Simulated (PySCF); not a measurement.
Computed Raman spectrum (relative Raman activity) of a molecule C3H6OSi. Geometry: PBE0-D3(BJ)/def2-SVP. Other conformers were not sampled. Method: PBE0-D3(BJ)/def2-SVP in PySCF. Frequencies are harmonic and unscaled.

Lines under 2 % of the strongest are left out, and lines within 2 cm⁻¹ are merged.

ν (cm⁻¹): 391 (vw), 489 (vw), 650 (vw), 652 (w), 732 (w), 762 (w), 954 (vw), 983 (w), 1058 (w), 1221 (vw), 1449 (w), 1652 (w), 2210 (s), 2219 (vs), 3084 (s), 3143 (m), 3203 (s), 3263 (s) (against the strongest line: vs over 80 %, s over 45 %, m over 15 %, w over 4 %, vw less)

Problem. Identify the compound among the candidates.
A) [SiH3]C1=CCO1
B) C1=C[SiH2]CO1
C) CC1=CO[SiH2]1
D) C=C[SiH2]C=O

Solution. B, C1=C[SiH2]CO1
